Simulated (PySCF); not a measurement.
# GaCl₂: calculation against measurement

Isolated GaCl₂, optimised in PySCF with density fitting and no spin–orbit coupling; def2 sets carry scalar-relativistic core potentials from Rb on. All levels below give a doublet of C2v symmetry: PBE0/def2-TZVP Ga–Cl 2.160 Å (×2), Cl–Ga–Cl 119.3°; B3LYP/def2-TZVP Ga–Cl 2.187 Å (×2), Cl–Ga–Cl 120.0°; wB97X/def2-TZVP Ga–Cl 2.155 Å (×2), Cl–Ga–Cl 119.2°.

Measured fundamentals (Jacox, Vibrational and Electronic Energy Levels of Polyatomic Transient Molecules, as compiled in the NIST Chemistry WebBook) beside computed harmonic wavenumbers, in cm⁻¹:

```tsv
mode as compiled	computed symmetry	measured	medium	PBE0/def2-TZVP	B3LYP/def2-TZVP	wB97X/def2-TZVP
a1 sym. stretch	a1	373	argon matrix	373	350	380
b2 asym. stretch	b2	415.1	argon matrix	422	399	427
```

Problem. How close does each level come?

Solution. Mean absolute differences: PBE0/def2-TZVP 0.9 %, B3LYP/def2-TZVP 5.0 %, wB97X/def2-TZVP 2.3 %. The mean ratio of measured to computed values at PBE0/def2-TZVP is 0.991. Harmonic values should lie a little above fundamentals; matrices shift bands further, usually down by up to a few per cent.
